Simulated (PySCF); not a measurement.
First SCF of a structure search on singlet BF3, at a hand-made trigonal planar geometry. PySCF input:

```python
from pyscf import gto, scf, dft
mol = gto.M(atom='''
B      0.000000     0.000000     0.000000
F      1.490000     0.000000     0.000000
F     -0.745000     1.290400     0.000000
F     -0.745000    -1.290400     0.000000''',
    basis={'B': 'def2-TZVP', 'F': 'def2-TZVP'},
    charge=0, spin=0)
mf = dft.RKS(mol, xc='PBE0')
mf.grids.atom_grid = (50, 194)
aux = {'B': 'def2-universal-JKFIT', 'F': 'def2-universal-JKFIT'}
mf = mf.density_fit(auxbasis=aux)
mf.conv_tol = 1e-08
mf.diis_space = 10
mf.max_cycle = 60
mf.init_guess = 'minao'
mf.verbose = 4
mf.kernel()
```

Excerpt of the output (cycles and frontier levels):

```
init E= -324.239503821905
  HOMO = -0.494724117387103  LUMO = -0.0579007047668512  gap/eV = 11.88657
cycle= 1 E= -324.191500383748  delta_E= 0.048  |g|= 0.844  |ddm|= 1.58
  HOMO = -0.36232103771005  LUMO = -0.09501187858557  gap/eV = 7.27385
cycle= 2 E= -323.944033852453  delta_E= 0.247  |g|= 1.55  |ddm|= 1.03
  HOMO = -0.45622258338423  LUMO = -0.059329074443683  gap/eV = 10.80002
cycle= 3 E= -324.319466264508  delta_E= -0.375  |g|= 0.0276  |ddm|= 0.611
  HOMO = -0.451797312018085  LUMO = -0.0516840882869822  gap/eV = 10.88764
cycle= 4 E= -324.319575152774  delta_E= -0.000109  |g|= 0.0105  |ddm|= 0.0201
  HOMO = -0.453457797480517  LUMO = -0.0531047980928412  gap/eV = 10.89416
cycle= 5 E= -324.319589328728  delta_E= -1.42e-05  |g|= 0.00124  |ddm|= 0.00642
  HOMO = -0.453424759435578  LUMO = -0.0527818087164223  gap/eV = 10.90205
cycle= 6 E= -324.319589696736  delta_E= -3.68e-07  |g|= 0.000193  |ddm|= 0.00101
  HOMO = -0.453448600964662  LUMO = -0.0528295643758573  gap/eV = 10.90140
cycle= 7 E= -324.31958970523  delta_E= -8.49e-09  |g|= 2.73e-05  |ddm|= 0.000147
  HOMO = -0.453442831849854  LUMO = -0.0528288477055769  gap/eV = 10.90126
Extra cycle  E= -324.319589705095  delta_E= 1.35e-10  |g|= 4.15e-05  |ddm|= 2.56e-05
converged SCF energy = -324.319589705095
```

No lower solution of this spin was found by a stability analysis within the restricted form, which does not test spin polarisation.

The search for the lowest solution, with the stability check, took 2.3 s on 4 threads of a shared AMD EPYC 7R43 64-Core (Zen 3) host, with 124 basis functions; the process peaked at 0.42 GiB.
